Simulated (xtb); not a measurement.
SnH4, SMILES [SnH4]. All values are semi-empirical tight-binding results from xtb (GFN2-xTB unless named), good for trends rather than for accurate numbers. Geometry: GFN2-xTB. The isomer is the one that the SMILES or the coordinates give; other isomers of the formula were not compared.

For metal compounds this method's bond lengths and energies can be far off.

Computed properties:
| Item | Result |
|---|---|
| point group as xtb finds it | Td |
| orbital gap | 8.38 eV |
| zero-point energy | 15.8 kcal/mol |
| G − E(el) at 298.15 K (modified RRHO) | 2.3 kcal/mol |
